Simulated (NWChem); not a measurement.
Program: NWChem. System: Br2Ge, charge 0, spin multiplicity 1, at a geometry optimised with B3LYP/def2-SVP. The structure started from a generated list of species. Level: EOM-CCSD/def2-SVP, 27 core orbitals frozen.

NWChem printed:

```
             Northwest Computational Chemistry Package (NWChem) 7.3.0
             --------------------------------------------------------

                                NWChem Input Module
                                -------------------

 Scaling coordinates for geometry "geometry" by  1.889725989
 (inverse scale =  0.529177249)

 Turning off AUTOSYM since
 SYMMETRY directive was detected!

                             Geometry "geometry" -> ""
                             -------------------------

 Output coordinates in angstroms (scale by  1.889725989 to convert to a.u.)

  No.       Tag          Charge          X              Y              Z
 ---- ---------------- ---------- -------------- -------------- --------------
    1 Ge                  32.0000     0.00000000     0.00000000    -1.01994000
    2 Br                  35.0000    -1.84730100     0.00000000     0.46625800
    3 Br                  35.0000     1.84730100     0.00000000     0.46625800

 Effective nuclear repulsion energy (a.u.)     675.4111761745

            Nuclear Dipole moment (a.u.)
            ----------------------------
        X                 Y               Z
 ---------------- ---------------- ----------------
     0.0000000000     0.0000000000    -0.0000377945

      Symmetry information
      --------------------

 Group name             C2v
 Group number             16
 Group order               4
 No. of unique centers     2

      Symmetry unique atoms

     1    2


 Summary of "ao basis" -> "" (spherical)
 ------------------------------------------------------------------------------
       Tag                 Description            Shells   Functions and Types
 ---------------- ------------------------------  ------  ---------------------
 *                          def2-svp                  on all atoms

 Summary of "ao basis" -> "ao basis" (spherical)
 ------------------------------------------------------------------------------
       Tag                 Description            Shells   Functions and Types
 ---------------- ------------------------------  ------  ---------------------
 Ge                         def2-svp                12       32   5s4p3d
 Br                         def2-svp                12       32   5s4p3d

                                 NWChem SCF Module
                                 -----------------

  ao basis        = "ao basis"
  functions       =    96
  atoms           =     3
[...]
   0.1114503071649   0.1329827670776    3.61865     0.7     0.7

 Iteration   3 using    3 trial vectors
   0.0381582935699   0.1285143897541    3.49706     0.6     0.6

 Iteration   4 using    4 trial vectors
   0.0144698019691   0.1277973028929    3.47754     0.6     0.6

 Iteration   5 using    5 trial vectors
   0.0082255010533   0.1275273589821    3.47020     0.6     0.6

 Iteration   6 using    6 trial vectors
   0.0056676367221   0.1274895810839    3.46917     0.6     0.6

 Iteration   7 using    7 trial vectors
   0.0032375656984   0.1274683480701    3.46859     0.6     0.6

 Iteration   8 using    8 trial vectors
   0.0018987045513   0.1274606440389    3.46838     0.6     0.6

 Iteration   9 using    9 trial vectors
   0.0008914767393   0.1274539121095    3.46820     0.6     0.6

 Iteration  10 using   10 trial vectors
   0.0004251620767   0.1274512158515    3.46813     0.6     0.6

 Iteration  11 using   11 trial vectors
   0.0001993104850   0.1274519118640    3.46814     0.6     0.6

 Iteration  12 using   12 trial vectors
   0.0001064324962   0.1274521128790    3.46815     0.8     0.8

 Iteration  13 using   13 trial vectors
   0.0000432010850   0.1274520119460    3.46815     0.7     0.7

 Iteration  14 using   14 trial vectors
   0.0000144178635   0.1274519293253    3.46814     0.6     0.6

 Iteration  15 using   15 trial vectors
   0.0000048795264   0.1274519326408    3.46815     0.6     0.6
 --------------------------------------------------------------
 Iterations converged
 ------------------

 Excited state root  1
 Excitation energy / hartree =        0.127451932640823
                   / eV      =        3.468145022799947
 largest EOMCCSD amplitudes: R1 and R2

 Singles contributions
    52b2  (alpha) ---    51a1  (alpha)       -0.9253133226

 Doubles contributions

 No. of initial left vectors    1

 EOM-CCSD left-hand side iterations
 --------------------------------------------------------------
      Residuum       Omega / hartree  Omega / eV    Cpu    Wall
 --------------------------------------------------------------

 Iteration   1 using    1 trial vectors
   0.4941900562345   0.2181472985486    5.93609     1.1     1.1

 Iteration   2 using    2 trial vectors
   0.1148286328196   0.1343060122886    3.65465     1.2     1.2

 Iteration   3 using    3 trial vectors
   0.0383915589418   0.1287590808326    3.50371     1.1     1.1

 Iteration   4 using    4 trial vectors
   0.0141128141655   0.1277014396711    3.47493     1.1     1.1

 Iteration   5 using    5 trial vectors
   0.0082686754232   0.1274994124073    3.46944     1.1     1.1

 Iteration   6 using    6 trial vectors
   0.0056512920075   0.1274700677712    3.46864     1.1     1.1

 Iteration   7 using    7 trial vectors
   0.0031978291190   0.1274604674118    3.46838     1.1     1.1

 Iteration   8 using    8 trial vectors
   0.0018489483038   0.1274543901071    3.46821     1.1     1.1

 Iteration   9 using    9 trial vectors
   0.0008533199528   0.1274518509782    3.46814     1.2     1.2

 Iteration  10 using   10 trial vectors
   0.0004077709984   0.1274509225811    3.46812     1.4     1.4

 Iteration  11 using   11 trial vectors
   0.0001884756217   0.1274515071212    3.46813     1.8     1.8

 Iteration  12 using   12 trial vectors
   0.0001017782142   0.1274516293776    3.46814     1.8     1.8

 Iteration  13 using   13 trial vectors
   0.0000425419999   0.1274519227748    3.46814     1.3     1.3

 Iteration  14 using   14 trial vectors
   0.0000135456421   0.1274519720133    3.46815     1.2     1.2

 Iteration  15 using   15 trial vectors
   0.0000042223384   0.1274519647999    3.46815     1.2     1.2
 --------------------------------------------------------------
 Iterations converged

 Excited state root  1
 Excitation energy / hartree =        0.127451932640823
                   / eV      =        3.468145022799947

 EOM-CCSD transition moments / hartree
 --------------------------------------------
 X    0.0000000 Y    0.4374898 Z    0.0000000
 Oscillator Strength                0.0162626
 --------------------------------------------

 EOM-CCSD dipole moments / hartree & Debye
 ------------------------------------
   X         0.0000000      0.0000000
   Y         0.0000000      0.0000000
   Z         0.1645433      0.4182305
 Total       0.1645433      0.4182305
 ------------------------------------

 Singles contributions
    52b2  (alpha) ---    51a1  (alpha)       -0.9253133226

 Doubles contributions

 Task  times  cpu:      158.2s     wall:      158.2s

 Total times  cpu:      158.2s     wall:      158.2s
```

Task: Write an NWChem input that would produce this output.

Result: One answer among several that fit: 
```
start mol
memory heap 100 mb stack 700 mb global 1900 mb
geometry units angstroms nocenter noautoz
  Ge     0.000000     0.000000    -1.019940
  Br    -1.847301     0.000000     0.466258
  Br     1.847301     0.000000     0.466258
  symmetry group C2v
end
basis spherical
  * library def2-svp
end
scf
  rhf
  nopen 0
  maxiter 100
  thresh 1e-7
  semidirect memsize 60000000 filesize 0
end
tce
  freeze core 27
  ccsd
  nroots 1
  2eorb
  2emet 13
  thresh 1e-5
  maxiter 200
  tilesize 24
  dipole
end
task tce energy
```
